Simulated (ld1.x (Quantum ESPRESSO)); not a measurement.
## gallium, TM: configuration errors across variants

| Item | Value |
| --- | --- |
| Element | gallium (Ga) |
| Generator | ld1.x (Quantum ESPRESSO) 7.5 |
| Type | norm-conserving Troullier–Martins (Kleinman–Bylander form) |
| Functional | LDA (PZ) |
| Relativity | scalar-relativistic |
| Frozen core | [Ar] 3d10 |
| Valence charge | 3 |
| Reference configuration | 4s2 4p1 |
| Partial waves | 4s (bound): rc 1.90 bohr; 4d channel at 0.05 Ry: rc 1.95 bohr; 4p (bound): rc 2.20 bohr |
| Local potential | the p channel |
| Core correction | none |

All-electron excitation energies from the reference (eV): (1) 4s2 4p0 5.888; (2) 4s1 4p0 27.391; (3) 4s2 4p0.5 2.120; (4) 4s1 4p2 6.612; (5) 4s2 4p1.3 -0.578; (6) 4s0 4p3 13.544; (7) 4s1 4p1 13.338; (8) 4s2 4p1 spin -0.134; (9) 4s1 4p0 spin 27.084.

Spin tests fill each open shell by Hund’s rule, majority spin first.

2 further variants failed, have other tests or another functional or relativity, and are left out.

A true bound ghost makes a file unfit for plane-wave use even where its test errors are small: the radial tests pick states by their node count and pass the ghost by.

Errors AE − PS in meV (a dash: test not solved or not reliable):

```csv
change,(1),(2),(3),(4),(5),(6),(7),(8),(9),bound ghosts
base,+6.4,+112,+1.0,+14,+0.3,+76,+24,+16,+423,"s, d"
wave 4d channel at 0.05 Ry: rc 1.95 bohr becomes 4d channel at 0.05 Ry: rc 1.98 bohr,+6.4,+112,+1.0,+14,+0.3,+76,+24,+16,+423,"s, d"
core correction a·sin(br)/r model core inside 0.84 bohr,-14,-199,-2.1,-18,-0.1,-65,-54,-1.0,-213,"s, d"
local potential the s channel,+9.0,+128,+1.3,+15,+0.3,+75,+26,+16,+439,d
wave 4p (bound): rc 2.20 bohr becomes 4p (bound): rc 2.34 bohr,+6.5,+113,+1.0,+15,+0.3,+77,+24,+16,+424,"s, d"
"all radii scaled by about 1.11 (s 2.10, p 2.44, d 2.16 bohr)",+6.9,+111,+1.1,+13,+0.3,+71,+23,+16,+420,d
"all radii scaled by about 1.37 (s 2.60, p 3.00, d 2.66 bohr)",+9.2,+91,+1.5,+4.9,+0.4,+39,+13,+16,+401,none
wave 4p (bound): rc 2.20 bohr becomes 4p (bound): rc 2.62 bohr,+6.3,+112,+1.0,+16,+0.3,+82,+27,+15,+423,"s, d"
```

Q: Give the same row for: wave 4s (bound): rc 1.90 bohr becomes 4s (bound): rc 1.48 bohr.

A: +6.4, +112, +1.0, +14, +0.3, +76, +23, +16, +421; bound ghosts: s, d.
